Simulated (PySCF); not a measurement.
## Polarisability and C₆ of As²⁺ (arsenic, charge +2)

[Ar] 3d10 4s2 4p1, 2P determinant. All numbers are calculated (PySCF 2.14, a scalar-relativistic core potential, in aug-cc-pVQZ-PP with ECP10MDF (7s6p5d3f2g, 89 functions)). Coupled (time-dependent) response in atomic units; α is the mean over directions.

```csv
method,mean α (bohr³),"α xx, yy, zz",C₆ (like pair),S(−4)
wB97X,10.09,"10.03, 10.21, 10.03",43.34,35.04
B97-3,10.23,"10.14, 10.40, 10.14",44.20,35.99
```

S(−4) is the Cauchy moment in α(ω) = α(0) + S(−4) ω² + …

Spin-orbit coupling is absent.

α(iu) at B97-3:

```csv
u (hartree),α(iu) (bohr³)
0,10.23
0.0500,10.14
0.100,9.881
0.200,8.976
0.300,7.806
0.500,5.573
0.750,3.668
1.00,2.551
1.50,1.453
2.00,0.9612
3.00,0.5324
5.00,0.2440
```

For an ion, C₆ is the dispersion term alone; charge-induced terms of lower order in 1/R come first.

The components differ because the open shell of this determinant is not spherical; for a pure term their mean is the scalar polarisability.

Energies and moments cover only the electrons outside the core potential.
